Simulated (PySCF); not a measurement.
**Quadrupolar nuclei of `COCCPC1CC1` in NMR**

C₆H₁₃OP.
Structure used (PBE0-D3(BJ)/def2-SVP), in Å, numbered top down from 1:
```
atom  x, y, z in Å
C1    -3.7873    0.4566    0.0002
O2    -2.4720    0.2651   -0.4119
C3    -1.8447   -0.8244    0.1996
C4    -0.4073   -0.8792   -0.2683
P5     0.5133    0.6890    0.1427
C6     2.1454    0.2750   -0.5810
C7     3.1885   -0.3248    0.3270
C8     3.3454    1.0792   -0.1578
H9    -4.4292   -0.4157   -0.2370
H10   -4.1845    1.3343   -0.5287
H11   -3.8576    0.6420    1.0907
H12   -1.8798   -0.7189    1.3049
H13   -2.3708   -1.7698   -0.0518
H14   -0.3676   -1.0892   -1.3493
H15    0.1136   -1.7007    0.2497
H16    0.0198    1.4846   -0.9329
H17    2.1470   -0.0851   -1.6164
H18    3.8397   -1.0983   -0.0886
H19    2.9231   -0.4757    1.3782
H20    3.1883    1.8895    0.5606
H21    4.1064    1.2895   -0.9139
```

Computed at PBE0/pcSseg-1 (PySCF, non-relativistic):

```tsv
atom	environment	nucleus	spin I	Q (b)	CQ = χzz (MHz)	η
O2	ether oxygen	17O	5/2	-0.0256	11.964	0.995
```

Task: Work back to Vxx, Vyy and Vzz; CQ/MHz = 234.96 (Q/b)(Vzz/au).

Result: The tensor is traceless, so η fixes the two smaller values:

```
atom  Vxx (au)  Vyy (au)  Vzz (au)  Vzz (10²¹ V/m²)
  O2     0.005     1.984    -1.989           -19.33
```

Task: At 18.8 T, set νQ = 3|CQ|/[2I(2I − 1)] beside the Larmor frequency (|g| × 7.62259 MHz/T × B; g(17O) = −0.75752), and give PQ = |CQ|√(1 + η²/3).

Result: 
```json
{"atom": "O2", "PQ (MHz)": "13.80", "νQ (MHz)": "1.795", "ν0 (MHz)": "108.56", "νQ/ν0": "0.017"}
```

For O2: PQ = 11.96 × 1.1533, νQ = 11.96 × 0.1500, ν0 = 5.7742 MHz/T × 18.8 T.

Task: For half-integer spins with νQ below a tenth of ν0, find the second-order shift of the centre of gravity of the central transition at 18.8 and 23.5 T.

Result: From −(3/40)(PQ/ν0)²[I(I + 1) − 3/4]/[I(2I − 1)]², which goes as 1/B² (ppm):

```json
{"site": "17O at O2", "18.8 T": "-96.9", "23.5 T": "-62"}
```

Task: Take a correlation time of 1.5 ps, isotropic tumbling and extreme narrowing. What quadrupolar relaxation rates and linewidths follow?

Result: 1/T1 = 1/T2 = (3π²/10)(2I + 3)/[I²(2I − 1)] × PQ² × τc; the width is 1/(πT2).

```
     site  spin factor (2I + 3)/[I²(2I − 1)]  1/T1 (s⁻¹)  T1 (ms)  linewidth (Hz)
17O at O2                              0.320         271      3.7            86.1
```

Isolated species at its PBE0-D3(BJ)/def2-SVP geometry (one conformer only). The small basis limits the accuracy of the gradients.
